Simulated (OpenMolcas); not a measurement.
Bi2+: effect of the active space

| Property | Result |
| --- | --- |
| Program | OpenMolcas |
| Method | MS-CASPT2 or its RAS form, IPEA 0.25 Eh, imaginary shift 0.1 Eh |
| Basis | ANO-RCC-VQZP |
| Scalar Hamiltonian | DKH2, point nucleus |
| Spin-orbit coupling | RASSI with atomic mean-field integrals over the reference wave functions, term energies averaged over their components |

A. 3 electrons in 4 orbitals (6s 6p); 2S+1 = 4 odd, 1 root; 2S+1 = 2 odd, 11 roots; 2S+1 = 4 even, 3 roots; 2S+1 = 2 even, 9 roots; closed shells correlated: 5d; CASPT2 step of the order of 12 core-seconds
B. 3 electrons in 9 orbitals (RAS2 6s 6p; RAS3 6d, at most 2 electrons); 2S+1 = 4 odd, 1 root; 2S+1 = 2 odd, 11 roots; 2S+1 = 4 even, 3 roots; 2S+1 = 2 even, 9 roots kept (CI in the orbitals of an earlier block); closed shells correlated: 5d; CASPT2 step of the order of 30 core-seconds

Energies in cm⁻¹ above 6s² 6p ²P°_1/2, the measured ground level; measured values from Moore, Atomic Energy Levels, vol. III, NSRDS-NBS 35 (1971 reprint of NBS Circular 467, 1958).

```
               Level       A       B  Measured
      6s² 6p ²P°_1/2     0.0     0.0       0.0
      6s² 6p ²P°_3/2   17560   17770     20788
       6s 6p² ⁴P_1/2   72260   72910     70254
       6s 6p² ⁴P_3/2   82240   83090     83038
6s 6p² ⁴P_5/2 [66 %]   87930   88390     89236
       6s 6p² ²D_3/2   98830   96830    108586
6s 6p² ²D_5/2 [66 %]  106090  105060    116414
```

Deviations, from unrounded energies. A percentage is the sum of absolute deviations over the sum of measured energies, with the sign that they share, or ± where signs differ.

```tsv
Against measurement	Levels	A	B
mean absolute deviation (cm-1)	6	4600	4900
fine structure of the ground term (%)	1	-15.5	-14.5
other configurations (%)	5	±5.2	±5.7
```

A lies closest to measurement on these levels. The largest miss of A in the table is 6s 6p² ²D_5/2 [66 %], by -10000 cm-1. The ranking rests on the paired levels alone, and a cruder setting can come out closer through cancelling errors.

Between A and B the level of the table that moves most is 6s 6p² ²D_3/2, by 2000 cm-1 (lowest in B, highest in A). Moves below CASPT2's spread within the term are not significant.

CASPT2 does not keep the components of a term degenerate, so their means are used; among the terms shown or strongly mixed into the levels shown the widest spread is 1300 cm-1 (6s 6p² ²D, A). Over all roots computed the reference weight is 0.83 to 0.93 in A; the roots of lowest weight are the least certain, and an intruder state may touch them. Some levels mix across a computed gap that differs much from the measured one, so their mixing is not that of the real levels. Spin-orbit splittings of 6p shells tend to come out small when the coupling is added on scalar orbitals. Terms of s pⁿ other than that of highest spin mix with s² pⁿ⁻² d, which this space lacks; all of them can be thousands of cm-1 off, and some have no real level of that name (holds for A). Some terms miss by over 15 % even with CASPT2, which points to a basis or an active space too small for the shells correlated (holds for A). Terms from blocks run as CI alone lack orbitals of their own (holds for B). The run also gave levels led by 6s 6p 6d, which use shells meant for correlation; these and all levels above them are left out (holds for B). Measured partners are found by configuration, term and J. A level has none where our copy of the source lacks it or the pairing is in doubt (some pairs that miss far off the trend of their configuration count as doubtful), and it then counts in no deviation. Levels of configurations outside the active space are missing. Levels that lie high or do not pair safely by name in every column are left out.

A share in square brackets marks a mixed level and gives the weight of the term that names it, the lowest over the columns. ° marks odd parity.
